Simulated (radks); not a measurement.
Results of a calculation; reference values are marked as such.
Fractional charge and spin in the 2p shell of magnesium: the spin-up occupation runs from 2 to 3 and the spin-down occupation from 2 to 3; the fullest corner is Mg+, [He] 2s2 3s(up 0.5, down 0.5) 2p(up 3, down 3). Level of theory: scalar-relativistic Kohn-Sham, r2SCAN, spin-polarised, spherical densities, finite nucleus; meta-GGA in the generalised Kohn-Sham scheme; Fermi nuclear charge, rms radius of each element as measured or else 0.836 A^(1/3) + 0.57 fm (a radial shooting solver on a logarithmic mesh with Libxc functionals). Energy (eV) above the fullest corner. The planes named below are the two flat planes that join the four corners, with an edge along up + down = one added electron.

| down \ up | 2 | 2.5 | 3 |
|---|---|---|---|
| 2 | 169.822 | 116.094 | 69.557 |
| 2.5 | 116.094 | 70.481 | 31.626 |
| 3 | 69.557 | 31.626 | 0.000 |

Corners above the fullest one (they belong to Mg2+ and the next ion): (up 3, down 2) 69.557 eV, (up 2, down 3) 69.557 eV, (up 2, down 2) 169.82 eV. With half an added electron in each spin the energy lies 0.924 eV from the planes, and with half an added electron in spin up alone -3.595 eV. The planes are only a guide here: the flat-plane condition holds for ground states with one frontier orbital, while this shell lies below other occupied shells, so the corners above the fullest one are inner-hole states and not the ground states of those ions.
